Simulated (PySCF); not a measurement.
# Zn¹⁶⁺: ionisation energy

Zn¹⁶⁺ [Ne] 3s2 3p2 [3p1/2^2, M_J = 0] → Zn¹⁷⁺ [Ne] 3s2 3p1 [3p1/2^1, M_J = 1/2], as a difference of total energies. Computed with PySCF 2.14 in an uncontracted even-tempered set (19 s from 1.5 bohr⁻², ratio 2.4; 13 p from 1.9 bohr⁻², ratio 2.4; 5 d from 8.1 bohr⁻², ratio 2.6; 4 f from 12 bohr⁻², ratio 2.6), with the two-component X2C-1e Hamiltonian. Correlated levels: 1s2 frozen; the 50 highest virtual spinors dropped. "Screened" scales the spin-orbit matrix elements by Boettger's factors to mimic the two-electron term; Breit and QED terms are absent.

```
                    method  ionisation energy (eV)
           GHF (spin-free)                  574.57
          GMP2 (spin-free)                  575.29
 GHF (screened spin-orbit)                  574.26
GMP2 (screened spin-orbit)                  575.17
```

Problem. How much does correlation contribute at GMP2 (screened spin-orbit)?

Solution. 575.17 − (574.26) = 0.91 eV, measured against GHF (screened spin-orbit).

The labels give the starting determinants; with spin-orbit coupling the two ends relaxed to ⟨J²⟩ = 0.83, ⟨L²⟩ = 1.80, ⟨S²⟩ = 1.78 and ⟨J²⟩ = 0.75, ⟨L²⟩ = 2.01, ⟨S²⟩ = 0.75.

The determinant of Zn¹⁶⁺ mixes levels of different J (the jj label is only the starting occupation), so the difference between spin-free and spin-orbit rows is not the physical spin-orbit shift.

For comparison: 577.8 ± 1.3 eV (semi-empirical (NIST evaluation); NIST Atomic Spectra Database, ionization energies).
